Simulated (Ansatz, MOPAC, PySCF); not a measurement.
Species: GaH₂, net charge 0, doublet state. SMILES: [GaH2]
Geometry: optimised at B3LYP-D3(BJ)/def2-TZVP (Ansatz, a quantum-chemistry and plane-wave program).

Property: vertical ionisation energy to the singlet, in eV. Set-up: LANL2DZ with its own core potentials from Na on; valence correlation only (noble-gas shells and the d and f shells of earlier blocks); six Cartesian d functions in 6-31G* and its kin unless marked 5d; no dispersion term unless named; non-relativistic; each state is the SCF solution reached for its charge and spin; no spin-orbit coupling; UHF or UKS for open shells. Ab initio and DFT rows: single points at B3LYP-D3(BJ) geometries (Ansatz). Semi-empirical rows: differences of heats of formation at the shared geometry for vertical values. The spin state of an ion or metal species was assumed, not searched.

| level | program | vertical ionisation energy to the singlet (eV) |
|---|---|---|
| PM3 | MOPAC | 9.36 |
| PM6 | MOPAC | 8.66 |
| HF/6-31G* | Ansatz | 7.66 |
| HF/6-31G* with LANL2DZ past Ar | Ansatz | 7.79 |
| PBE/6-31G* | Ansatz | 7.99 |
| PBE/6-31G* with LANL2DZ past Ar | Ansatz | 8.13 |
| B3LYP/6-31G* | Ansatz | 8.11 |
| B3LYP/6-31G* with LANL2DZ past Ar | Ansatz | 8.16 |
| M06-2X/6-31G* with LANL2DZ past Ar (5d) | PySCF | 7.91 |
| MP2/6-31G* with LANL2DZ past Ar | Ansatz | 7.68 |
| PBE0/def2-TZVPD | Ansatz | 8.03 |
| wB97M-V/def2-TZVPD | Ansatz | 7.95 |

No value to compare with is used here. The 10 habitual levels span 7.66 (HF/6-31G*) to 9.36 eV (PM3); wB97M-V/def2-TZVPD gives 7.95.

The levels are drawn from those run, B3LYP/6-31G* more often than the rest, none by its result; runs whose electronic state is in doubt are left out.
